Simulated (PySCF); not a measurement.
CH5O, SMILES C[OH2+], charge +1. Atoms are numbered in the order given.

```xyz
7

C     -0.7968    -0.0180     0.0000
O      0.7186     0.0866     0.0000
H     -1.1043     0.5054     0.8985
H     -1.1043     0.5054    -0.8985
H     -1.0631    -1.0701     0.0000
H      1.1518    -0.2629     0.8022
H      1.1518    -0.2629    -0.8022
```
Charge +1, spin multiplicity 1.

Geometry: B3LYP-D3(BJ)/def2-TZVP. The isomer is the one that the SMILES or the coordinates give; other isomers of the formula were not compared.

All values below come from PBE/def2-TZVPD (PySCF).

Symmetry labels are those of the subgroup Cs that the program uses (full group Cs).

**Question.** List the valence orbital energies around the gap with their symmetry. (An estimate is asked for; the answer gives what the named calculation found.)

**Answer.** 
```csv
orbital,symmetry,energy (eV)
HOMO−7,A',-277.20
HOMO−6,A',-35.53
HOMO−5,A',-24.90
HOMO−4,A",-22.94
HOMO−3,A',-19.90
HOMO−2,A',-18.32
HOMO−1,A",-16.64
HOMO,A',-15.66
LUMO,A',-7.49
LUMO+1,A',-5.31
LUMO+2,A",-5.08
LUMO+3,A',-4.16
```
